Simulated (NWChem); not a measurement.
Program: NWChem. System: silylphosphine (H₅PSi), charge 0, spin multiplicity 1, at a geometry optimised with PBE0/def2-SVP. Level: M06-2X/def2-TZVP.

The NWChem input:

```
start mol
memory heap 200 mb stack 900 mb global 1100 mb
geometry units angstroms nocenter noautoz noautosym
  Si    -1.069609     0.096085     0.217974
  P      1.121573    -0.078012    -0.340513
  H     -1.838025    -0.881290    -0.610310
  H     -1.524182     1.478901    -0.118177
  H     -1.347945    -0.168308     1.662924
  H      1.297983    -1.314534     0.354487
  H      1.563097     0.710223     0.767147
end
basis spherical
  * library def2-tzvp
end
dft
  xc m06-2x
  semidirect memsize 60000000 filesize 0
  iterations 100
  grid fine
end
task dft energy
```

Part of the output:

```
             Northwest Computational Chemistry Package (NWChem) 7.3.0
             --------------------------------------------------------

                                NWChem Input Module
                                -------------------

 Scaling coordinates for geometry "geometry" by  1.889725989
 (inverse scale =  0.529177249)

                             Geometry "geometry" -> ""
                             -------------------------

 Output coordinates in angstroms (scale by  1.889725989 to convert to a.u.)

  No.       Tag          Charge          X              Y              Z
 ---- ---------------- ---------- -------------- -------------- --------------
    1 Si                  14.0000    -1.06960900     0.09608500     0.21797400
    2 P                   15.0000     1.12157300    -0.07801200    -0.34051300
    3 H                    1.0000    -1.83802500    -0.88129000    -0.61031000
    4 H                    1.0000    -1.52418200     1.47890100    -0.11817700
    5 H                    1.0000    -1.34794500    -0.16830800     1.66292400
    6 H                    1.0000     1.29798300    -1.31453400     0.35448700
    7 H                    1.0000     1.56309700     0.71022300     0.76714700

 Effective nuclear repulsion energy (a.u.)      89.8277698483

            Nuclear Dipole moment (a.u.)
            ----------------------------
        X                 Y               Z
 ---------------- ---------------- ----------------
    -0.0000056692     0.0000037795     0.0000226767


 Summary of "ao basis" -> "" (spherical)
 ------------------------------------------------------------------------------
       Tag                 Description            Shells   Functions and Types
 ---------------- ------------------------------  ------  ---------------------
 *                         def2-tzvp                  on all atoms

                                 NWChem DFT Module
                                 -----------------

 Summary of "ao basis" -> "ao basis" (spherical)
 ------------------------------------------------------------------------------
       Tag                 Description            Shells   Functions and Types
 ---------------- ------------------------------  ------  ---------------------
 Si                        def2-tzvp                13       37   5s5p2d1f
 P                         def2-tzvp                13       37   5s5p2d1f
 H                         def2-tzvp                 4        6   3s1p

 Summary of "ao basis" -> "ao basis" (spherical)
 ------------------------------------------------------------------------------
       Tag                 Description            Shells   Functions and Types
 ---------------- ------------------------------  ------  ---------------------
 Si                        def2-tzvp                13       37   5s5p2d1f
 P                         def2-tzvp                13       37   5s5p2d1f
 H                         def2-tzvp                 4        6   3s1p

            General Information
            -------------------
          SCF calculation type: DFT
          Wavefunction type:  closed shell.
          No. of atoms     :     7
          No. of electrons :    34
           Alpha electrons :    17
            Beta electrons :    17
          Charge           :     0
          Spin multiplicity:     1
          Use of symmetry is: off; symmetry adaption is: off
          Maximum number of iterations: 100
          AO basis - number of functions:   104
                     number of shells:    46
          Convergence on energy requested:  1.00D-06
          Convergence on density requested:  1.00D-05
          Convergence on gradient requested:  5.00D-04

              XC Information
              --------------
                       M06-2X Method XC Functional
                     Hartree-Fock (Exact) Exchange  0.540
                        M06-2X Exchange Functional  1.000
                      M06-2X Correlation Potential  1.000

             Grid Information
             ----------------
          Grid used for XC integration:  fine
          Radial quadrature: Mura-Knowles
          Angular quadrature: Lebedev.
          Tag              B.-S. Rad. Rad. Pts. Rad. Cut. Ang. Pts.
          ---              ---------- --------- --------- ---------
          Si                  1.10      123          10.0       770
          P                   1.00      123          10.0       770
          H                   0.35       60          11.0       590
          Grid pruning is: on
          Number of quadrature shells:   546
          Spatial weights used:  Erf1

          Convergence Information
          -----------------------
          Convergence aids based upon iterative change in
          total energy or number of iterations.
          Levelshifting, if invoked, occurs when the
          HOMO/LUMO gap drops below (HL_TOL):  1.00D-02
          DIIS, if invoked, will attempt to extrapolate
          using up to (NFOCK): 10 stored Fock matrices.

                    Damping( 0%)  Levelshifting(0.5)       DIIS
                  --------------- ------------------- ---------------
          dE  on:    start            ASAP                start
          dE off:    2 iters        100 iters           100 iters

      Screening Tolerance Information
      -------------------------------
          Density screening/tol_rho:  1.00D-10
          AO Gaussian exp screening on grid/accAOfunc:  14
          CD Gaussian exp screening on grid/accCDfunc:  20
          XC Gaussian exp screening on grid/accXCfunc:  20
          Schwarz screening/accCoul:  1.00D-08

      Superposition of Atomic Density Guess
      -------------------------------------

 Sum of atomic energies:        -631.98557081

      Non-variational initial energy
      ------------------------------

 Total energy =    -632.529427
 1-e energy   =   -1052.945918
 2-e energy   =     330.588721
 HOMO         =      -0.298510
 LUMO         =       0.052253

------------------------------------------------------------
EAF file 0: "./mol.aoints.0" size=524288 bytes
------------------------------------------------------------
               write      read    awrite     aread      wait
               -----      ----    ------     -----      ----
     calls:        1         0         0         0         0
   data(b): 5.24e+05  0.00e+00  0.00e+00  0.00e+00
   time(s): 0.00e+00  0.00e+00  0.00e+00  0.00e+00  0.00e+00
rate(mb/s): 0.00e+00  0.00e+00
------------------------------------------------------------

   convergence    iter        energy       DeltaE   RMS-Dens  Diis-err    time
 ---------------- ----- ----------------- --------- --------- ---------  ------
 d= 0,ls=0.0,diis     1   -633.7826995738 -7.24D+02  4.34D-03  5.07D-01     3.1
 d= 0,ls=0.0,diis     2   -633.8044158236 -2.17D-02  1.46D-03  1.41D-02     4.4
 d= 0,ls=0.0,diis     3   -633.8049399204 -5.24D-04  4.72D-04  5.77D-03     5.6
 d= 0,ls=0.0,diis     4   -633.8058632569 -9.23D-04  1.23D-04  7.36D-05     6.8
 d= 0,ls=0.0,diis     5   -633.8058800372 -1.68D-05  4.46D-05  1.14D-05     7.9
  Resetting Diis
 d= 0,ls=0.0,diis     6   -633.8058821511 -2.11D-06  8.54D-06  6.41D-07     9.1
 d= 0,ls=0.0,diis     7   -633.8058822605 -1.09D-07  3.80D-06  2.54D-08    10.3

         Total DFT energy =     -633.805882260490
      One electron energy =    -1055.262563767589
           Coulomb energy =      377.581181743803
    Exchange-Corr. energy =      -45.952270085030
 Nuclear repulsion energy =       89.827769848326

 Numeric. integr. density =       33.999999392923

     Total iterative time =      9.9s

                       DFT Final Molecular Orbital Analysis
                       ------------------------------------

 Vector   15  Occ=2.000000D+00  E=-4.015896D-01
              MO Center= -1.0D+00,  1.7D-01, -1.2D-01, r^2= 3.3D+00
   Bfn.  Coefficient  Atom+Function         Bfn.  Coefficient  Atom+Function
  ----- ------------  ---------------      ----- ------------  ---------------
    16      0.276733  1 Si py                76     -0.207866  3 H  s
    82      0.208898  4 H  s                 53     -0.132068  2 P  py
    75     -0.131335  3 H  s                 81      0.131987  4 H  s
    83      0.131594  4 H  s                 77     -0.130922  3 H  s
     7     -0.109558  1 Si py                13      0.109749  1 Si py

 Vector   16  Occ=2.000000D+00  E=-3.744876D-01
              MO Center=  1.4D-02,  1.3D-02, -7.9D-02, r^2= 3.3D+00
   Bfn.  Coefficient  Atom+Function         Bfn.  Coefficient  Atom+Function
  ----- ------------  ---------------      ----- ------------  ---------------
    52      0.264852  2 P  px                15     -0.230385  1 Si px
    54      0.164611  2 P  pz                42     -0.138043  2 P  s
    41     -0.135073  2 P  s                 76      0.121637  3 H  s
    82      0.120808  4 H  s                 94      0.116104  6 H  s
   100      0.115992  7 H  s                 49      0.113744  2 P  px

 Vector   17  Occ=2.000000D+00  E=-3.164872D-01
              MO Center=  8.6D-01, -5.3D-02, -3.0D-01, r^2= 2.8D+00
   Bfn.  Coefficient  Atom+Function         Bfn.  Coefficient  Atom+Function
  ----- ------------  ---------------      ----- ------------  ---------------
    54      0.315436  2 P  pz                41     -0.258045  2 P  s
    57      0.251505  2 P  pz                42     -0.248355  2 P  s
    52     -0.236271  2 P  px                55     -0.170798  2 P  px
    15      0.169935  1 Si px                40      0.155448  2 P  s
    51      0.147479  2 P  pz                45     -0.122407  2 P  pz

 Vector   18  Occ=0.000000D+00  E= 3.738708D-02
              MO Center= -4.2D-01,  2.0D-02,  1.7D-01, r^2= 6.8D+00
   Bfn.  Coefficient  Atom+Function         Bfn.  Coefficient  Atom+Function
  ----- ------------  ---------------      ----- ------------  ---------------
    18      1.285324  1 Si px                42     -1.214989  2 P  s
     5      1.077669  1 Si s                 55      0.999646  2 P  px
    15      0.346546  1 Si px                52      0.268329  2 P  px
    57     -0.227533  2 P  pz                89     -0.176216  5 H  s
    19     -0.155799  1 Si py                 4      0.139203  1 Si s

 Vector   19  Occ=0.000000D+00  E= 4.843773D-02
              MO Center=  3.7D-01, -7.7D-02,  5.0D-02, r^2= 5.9D+00
   Bfn.  Coefficient  Atom+Function         Bfn.  Coefficient  Atom+Function
  ----- ------------  ---------------      ----- ------------  ---------------
    42      1.169350  2 P  s                  5      1.008934  1 Si s
    95     -0.958485  6 H  s                 89     -0.843376  5 H  s
   101     -0.800774  7 H  s                 57      0.597314  2 P  pz
    77     -0.445557  3 H  s                 55      0.436036  2 P  px
    83     -0.425141  4 H  s                 18     -0.390591  1 Si px

 Vector   20  Occ=0.000000D+00  E= 4.900658D-02
              MO Center=  8.9D-01, -5.4D-02, -2.2D-01, r^2= 3.8D+00
   Bfn.  Coefficient  Atom+Function         Bfn.  Coefficient  Atom+Function
  ----- ------------  ---------------      ----- ------------  ---------------
   101     -1.043404  7 H  s                 56      1.037835  2 P  py
    95      0.896241  6 H  s                 57      0.268701  2 P  pz
    83     -0.207612  4 H  s                 53      0.198315  2 P  py
    55      0.182132  2 P  px               100     -0.152333  7 H  s
    94      0.142493  6 H  s                 50      0.128308  2 P  py

 center of mass
 --------------
 x =   0.08716023 y =   0.00281912 z =  -0.07018392

 moments of inertia (a.u.)
 ------------------
          51.568520240527          23.573061804750          62.554630913187
          23.573061804750         326.038525610961          -5.626633774215
          62.554630913187          -5.626633774215         315.266547440514

     Multipole analysis of the density
     ---------------------------------

     L   x y z        total         alpha         beta         nuclear
     -   - - -        -----         -----         ----         -------
     0   0 0 0     -0.000000    -17.000000    -17.000000     34.000000

     1   1 0 0     -0.062101     -0.031048     -0.031048     -0.000006
     1   0 1 0     -0.043547     -0.021775     -0.021775      0.000004
     1   0 0 1      0.252097      0.126037      0.126037      0.000023

     2   2 0 0    -23.003661    -94.586627    -94.586627    166.169594
     2   1 1 0     -0.055530      6.676509      6.676509    -13.408548
     2   1 0 1      1.086684     15.315243     15.315243    -29.543803
     2   0 2 0    -21.762677    -20.603748    -20.603748     19.444820
     2   0 1 1      0.179286     -1.434742     -1.434742      3.048770
     2   0 0 2    -23.311735    -22.851779    -22.851779     22.391822

 Task  times  cpu:       10.3s     wall:       10.3s

 Total times  cpu:       10.3s     wall:       10.3s
```
